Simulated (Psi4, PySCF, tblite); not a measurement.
Interaction energy of CO ··· COS (SMILES [C-]#[O+] and O=C=S). Monomers: optimised at B3LYP-D3(BJ) (def2-TZVP), held rigid. Orientation: a higher rigid-body minimum at GFN2-xTB. Only R, the distance of the centres of mass, is varied, so the lowest point isn't the relaxed dimer.

Geometry at R = 3.49 Å (first 2 atoms: monomer A):
```
5

C      0.5625     0.0000     0.0000
O     -0.5625     0.0000     0.0000
O     -3.8390    -0.6655     0.3994
C     -3.2585    -1.5049    -0.1425
S     -2.4737    -2.6398    -0.8751
``` The table gives interaction energies.

```csv
R / Å,A,B,C
2.88,1.16,7.62,5.84
3.05,-0.12,4.07,2.63
3.30,-0.77,1.54,0.45
3.49,-0.86,0.70,-0.18
3.68,-0.82,0.29,-0.42
3.87,-0.73,0.10,-0.47
4.22,-0.54,-0.02,-0.39
4.49,-0.42,-0.03,-0.30
4.96,-0.26,-0.04,-0.18
5.69,-0.11,-0.03,-0.08
6.67,-0.04,-0.02,-0.03
8.00,-0.01,0.00,-0.01
```

Energies in kcal/mol.

Question: Assign the columns to these levels of theory: GFN2-xTB run with tblite; restricted B3LYP/6-311+G**, spherical d, no counterpoise correction in PySCF; SAPT0/jun-cc-pVDZ, frozen core in Psi4.

Answer: A is GFN2-xTB; B is RKS-B3LYP/6-311+G**; C is SAPT0/jun-cc-pVDZ.
